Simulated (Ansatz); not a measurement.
H8O2Si3 can be A, `O[SiH2][SiH2]O[SiH3]`, or B, `O[SiH2][SiH](O)[SiH3]`.

Calculated with Ansatz (gas phase, PBE0-D4/def2-TZVP geometries, no zero-point term in ΔE). CCSD(T)/CBS is the MP2 limit (def2-TZVPP, def2-QZVPP) plus CCSD(T) − MP2 in def2-TZVPP, frozen cores. DFT in def2-TZVPP. B3LYP here is the variant with VWN-RPA as its local correlation; programs differ in this. One conformer a species, not always the lowest.

Task: Which is lower in electronic energy at CCSD(T)/CBS, and by how much? (Estimate.)

Result: Ansatz gave: A, by 24.3 kcal/mol.

Task: Give E(B) − E(A) in kcal/mol with CCSD(T)/def2-TZVPP, HF/def2-TZVPP, B2PLYP, B3LYP-D4, PBE0-D4, r2SCAN-D4, MP2/def2-TZVPP. (Estimate.)

Result: Computed: CCSD(T)/def2-TZVPP 24.4, HF/def2-TZVPP 30.9, B2PLYP 25.3, B3LYP-D4 24.5, PBE0-D4 20.0, r2SCAN-D4 22.5, MP2/def2-TZVPP 25.9. None reverses the order clearly.

Largest T1 diagnostic: 0.013.

From PBE to PBE0 (25 % exact exchange), in def2-TZVPP and without D4, E(B) − E(A) moves by +2.0 kcal/mol. In def2-TZVPP, CCSD(T) changes the Hartree–Fock value by −6.5 kcal/mol (the triples alone add −0.9 kcal/mol) and MP2 by −4.9 kcal/mol.
